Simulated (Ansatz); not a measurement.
A made-up structure of LiInH₂, closed shell:

```csv
atom,x (Å),y (Å),z (Å)
Li1,0.1036,-0.0530,0.0652
In2,-1.9663,1.0206,-1.2383
H3,0.4629,-1.5971,0.1868
H4,1.2308,0.7176,0.8799
```

It is relaxed with PBE-D4/def2-SVP and then PBE0-D4/def2-TZVP (Ansatz 0.2.0). Atoms count as bonded within 1.22 times the sum of their covalent radii (H–H: 0.88 Å). The end point is not checked to be a true minimum.

(1) Does its bonding change? (Judge from chemistry; the calculation decides.)

Answers

(1) By the calculation: Yes. Formed: In2–H3, In2–H4; broken: none.

Where it ends: The first stage lowers the energy by 3.54 eV in 12 steps. It ends as LiInH₂ ([H]1[Li]2[H][In]12):
```
4
angstrom
Li 0.9488 -0.4933 0.5973
In -1.2023 0.6253 -0.7570
H -0.3422 -1.1815 -0.3205
H 0.4268 1.1376 0.3737
```

Labels in which every atom is bracketed show which atoms are joined, not bond orders.

For scale, one of the runs: PBE0-D4/def2-TZVP relaxation, 76 basis functions, launched by `ansatz run in.yaml --threads 2 --pin off --events-out ev --progress --plain --max-ram 4352MiB`. The run took about 6.5 s on 2 CPU threads of an Arm Neoverse V2 (shared host).
